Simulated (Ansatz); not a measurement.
Computed with Ansatz on PBE0-D4/def2-TZVP structures; ΔE is electronic, products minus reactants. CBS: MP2 limit from def2 TZ/QZ plus the TZ coupled-cluster correction, frozen cores. DFT in def2-TZVPP. Each species was taken in one conformer, which may not be the lowest.

Reaction (formal exchange of groups at the Si–C bond): `CNC(N)[SiH3]` + `CC[SiH2]O` → `O[SiH2]CC[SiH3]` + `CNCN`

| level | ΔE (kJ/mol) |
| --- | --- |
| ωB97M-V | -14.4 |
| MP2/def2-TZVPP | -14.7 |
| CCSD(T)/def2-TZVPP | -14.5 |
| MP2/CBS(def2) | -13.8 |

Question: What does CCSD(T)/CBS give? (Best estimate.)

Answer: Computed: -13.7 kJ/mol. The listed levels differ from it by -0.7, -1.0, -0.8, -0.1 kJ/mol.

Largest T1 diagnostic among the species: 0.011.
